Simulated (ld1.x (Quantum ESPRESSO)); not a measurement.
# Cl (Z = 17): one change to a PAW potential, before and after

ld1.x (Quantum ESPRESSO) 7.5 input, shortened:

```
&input
   title='Cl', zed=17., rel=0, dft='PBE', iswitch=3,
   config='[Ne] 3s2 3p5 3d-2'
 /
 &inputp
   pseudotype=3, lpaw=.true., tm=.true., lloc=-1, rcloc=1.05,
   nlcc=.true., new_core_ps=.true., rcore=1.00,
   which_augfun='PSQ', rmatch_augfun_nc=.true.
 /
6
3S  1  0   2.00   0.00  0.95  1.30  0.0
3S  1  0   0.00  -0.45  0.95  1.30  0.0
3P  2  1   5.00   0.00  1.35  1.65  0.0
3P  2  1   0.00  -0.30  1.35  1.65  0.0
3D  3  2  -2.00   0.30  1.45  1.80  0.0
3D  3  2  -2.00   1.65  1.45  1.80  0.0
 &test
   configts(1)='3s2 3p5'
 /
```

Change: core correction a·sin(br)/r model core, default radius (ld1.x builds one for every PAW set, though the input has nlcc=.false.).

Cutoffs: the cutoffs (Ry, on a coarse ladder) from which the occupation-weighted sum of valence levels, in a spherical-Bessel basis at the reference potential, stays within 10 and 1 mRy of its value at 400 Ry; they do not see the model core or the augmentation charge, which bear on the density cutoff. Errors are all-electron minus pseudo energies relative to the spin-unpolarised reference configuration.

Q: Predict the effect on cutoff, ghosts and configuration errors.

A: The potential gets neither clearly harder nor softer (25 Ry and 40 Ry → 25 Ry and 40 Ry); of the 7 tests that both files solve, the error grows in 1 and shrinks in 3 by more than 15 % and 0.3 meV (median size 0.6 → 4.0 meV); neither file shows a bound ghost. A model core, the more so a compact one, raises the density cutoff, which this test does not measure.

| quantity | base | changed |
| --- | --- | --- |
| cutoff, loose | 25 Ry | 25 Ry |
| cutoff, tight | 40 Ry | 40 Ry |
| bound ghosts | none | none |
| error for 3s2 3p4, meV [ΔE 13.89 eV] | -0.6 | -0.4 |
| error for 3s2 3p3, meV [ΔE 39.35 eV] | -5.3 | -4.0 |
| error for 3s2 3p2, meV [ΔE 77.66 eV] | -23 | -18 |
| error for 3s2 3p4.5, meV [ΔE 5.59 eV] | -0.1 | 0.0 |
| error for 3s2 3p1, meV [ΔE 129.90 eV] | -73 | -54 |
| error for 3s2 3p5.3, meV [ΔE -2.14 eV] | 0.0 | 0.0 |
| error for 3s1 3p6, meV [ΔE 11.97 eV] | +0.2 | +4.6 |
| s: phases at 1.96 bohr within 0.05 rad from the reference energy up to (Ry; the scan ends near 5) | to the end of the scan | to the end of the scan |
| p: phases at 1.96 bohr within 0.05 rad from the reference energy up to (Ry; the scan ends near 5) | to the end of the scan | to the end of the scan |
| d: phases at 1.96 bohr within 0.05 rad from the reference energy up to (Ry; the scan ends near 5) | 4.6 | 4.6 |
| lowest overlap eigenvalue by channel | s 0.43, p 0.79, d 0.96 | s 0.43, p 0.79, d 0.96 |
